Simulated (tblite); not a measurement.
Compound: C7H7ClO3.
Cartesian coordinates in Å at the GFN2-xTB level; atoms count from 1:
```xyz
18
C7H7ClO3 angstrom
C     -1.656    0.525    0.956
C     -0.854   -0.481    0.126
C     -1.387   -0.546   -1.309
C      0.584   -0.089    0.111
C      1.669   -0.750    0.553
Cl     1.793   -2.268    1.286
C      2.884    0.084    0.303
O      4.023   -0.147    0.548
O      2.448    1.233   -0.294
C      1.075    1.201   -0.441
O      0.471    2.098   -0.937
H     -1.595    1.514    0.511
H     -1.274    0.572    1.973
H     -2.699    0.221    0.990
H     -0.927   -1.471    0.586
H     -1.323    0.431   -1.779
H     -2.427   -0.861   -1.297
H     -0.815   -1.259   -1.897
```

All values are computed: GFN2-xTB (tblite) harmonic vibrations without scaling, gas phase. This tight-binding method is rough: wavenumbers can miss measured ones by several per cent, in bad cases by 10 to 20. One conformer, not necessarily the lowest.

Harmonic wavenumbers (cm⁻¹): 43.3, 74.9, 130.5, 140.3, 157.8, 190.1, 217.4, 241.0, 291.5, 311.9, 362.3, 437.6, 444.6, 497.3, 610.3, 620.5, 680.9, 708.8, 729.0, 864.8, 911.2, 936.1, 952.6, 986.2, 1015.1, 1059.7, 1126.7, 1152.0, 1174.2, 1252.7, 1295.4, 1310.6, 1398.4, 1413.2, 1485.0, 1486.1, 1494.9, 1497.7, 1626.2, 1807.3, 1835.5, 2943.7, 3040.7, 3042.8, 3048.8, 3051.8, 3058.7, 3062.8.

A = 1284, B = 850.9, C = 574.6 MHz; mass 174.008 u (most abundant isotopes); point group Cs, symmetry number 1.

Task: Zero-point energy?

Result: Half the sum of the wavenumbers: 28110 cm⁻¹ = 80.37 kcal/mol.

Task: Entropy at 400 K, 1 bar (ideal gas, RRHO, classical rotation)?

Result: Translation 42.86, rotation 31.49, vibration 43.66: S = 118.0 cal/(mol K).

Task: And Cp and H(400 K) − H(0)?

Result: Cp = 50.54 cal/(mol K), of which vibrations give 42.59 (their classical limit is 48 R = 95.4); H(400 K) − H(0) = 12.23 kcal/mol without the zero-point energy, 9.05 from vibrations.

Task: Blend soft modes into free rotors: weight 1/[1 + (100 cm⁻¹/ν̃)⁴] for the oscillator and the rest for a rotor with moment μB/(μ + B), μ = h/(8π²ν), B = 10⁻⁴⁴ kg m². What vibrational entropy results?

Result: 40.77 cal/(mol K) in place of 43.66, which changes −T·S at 400 K by +1.16 kcal/mol.

Task: Which modes carry the vibrational entropy at 400 K?

Result: 43.3 cm⁻¹: 5.68; 74.9 cm⁻¹: 4.60; 130.5 cm⁻¹: 3.51; 140.3 cm⁻¹: 3.37; 157.8 cm⁻¹: 3.14; 190.1 cm⁻¹: 2.78 cal/(mol K); the other 42 give 20.58 together.

Hindered rotation and anharmonicity are outside this model. Other conformers, if any are populated, would add a mixing term that is left out.
